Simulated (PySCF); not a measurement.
CdTe, SMILES [Cd]=[Te]. Geometry optimised at PBE0-D3(BJ)/def2-TZVP. The def2 effective core potentials stand for the cores of Cd, Te; spin–orbit coupling is left out.

Computed with PBE0-D3(BJ)/def2-TZVP run with PySCF.

Harmonic wavenumbers (cm⁻¹): 206. Rotational constants (GHz): 1.302 (linear); symmetry number 1.

Task: Work out the zero-point energy and the ideal-gas rigid-rotor harmonic-oscillator thermochemistry at 298.15 K and 1 atm.

Result: ZPE = ½ Σ hcν = ½ × 206 cm⁻¹ = 1.23 kJ/mol. H − E(el) = 11.36 kJ/mol. Entropy in J/(mol K): translation 177.10, rotation 78.74, vibration 8.70, total 264.53. G − E(el) = -67.51 kJ/mol. Cp = 36.76 J/(mol K).
